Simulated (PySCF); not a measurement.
One of the candidates below gave these computed data.

All candidates are C9H6N2.

| technique | computed result |
| --- | --- |
| Dipole | 4.47 D [CAM-B3LYP/def2-SVPD] |
| Rotational structure | rotational constants A, B, C: 1.884, 0.901, 0.638 GHz [PBE0-D3(BJ)/def2-SVP] |
| Polarisability | 99.1 au [CAM-B3LYP/def2-SVPD] |
| UV, first state | lowest singlet excitation: 5.73 eV (216 nm, f = 0.060) [TDDFT CAM-B3LYP/def2-SVPD] |

Gas-phase values; electronic properties from PySCF, density fitting. Levels stand in brackets. One conformer (not necessarily the lowest) at the PBE0-D3(BJ)/def2-SVP geometry, without solvent, vibrations or thermal averaging.

**Question.** Which candidate is it?
A. `N#CCC1=C[C@H]2[C@@H]3[C@H]2[C@]13C#N`
B. `Cc1cccc(C#N)c1C#N`
C. `C#Cc1cn2ccccc2n1`
D. `Cc1cc(C#N)ccc1C#N`

**Answer.** A. It is `N#CCC1=C[C@H]2[C@@H]3[C@H]2[C@]13C#N`. Numbering: `[N:1]#[C:2][CH2:3][C:4]1=[CH:5][C@H:6]2[C@@H:7]3[C@H:8]2[C@:9]13[C:10]#[N:11]`. Its formula, C9H6N2, gives 8 degrees of unsaturation: 3 rings and 5 π bonds in the structure found. The optimised geometry has point group Cs and is an asymmetric top.

The others, at the same levels:
- `C#Cc1cn2ccccc2n1` fails: its computed lowest singlet excitation is 4.36 eV (284 nm, f = 0.118) (against 5.73 eV), static isotropic polarisability is 124.1 au (against 99.1 au) and rotational constant A is 4.000 GHz (against 1.884 GHz).
- `Cc1cccc(C#N)c1C#N` fails: its computed lowest singlet excitation is 4.84 eV (256 nm, f = 0.050) (against 5.73 eV), static isotropic polarisability is 113.1 au (against 99.1 au) and rotational constant A is 1.504 GHz (against 1.884 GHz).
- `Cc1cc(C#N)ccc1C#N` fails: its computed lowest singlet excitation is 4.85 eV (256 nm, f = 0.057) (against 5.73 eV), static isotropic polarisability is 116.2 au (against 99.1 au) and rotational constant A is 2.882 GHz (against 1.884 GHz).
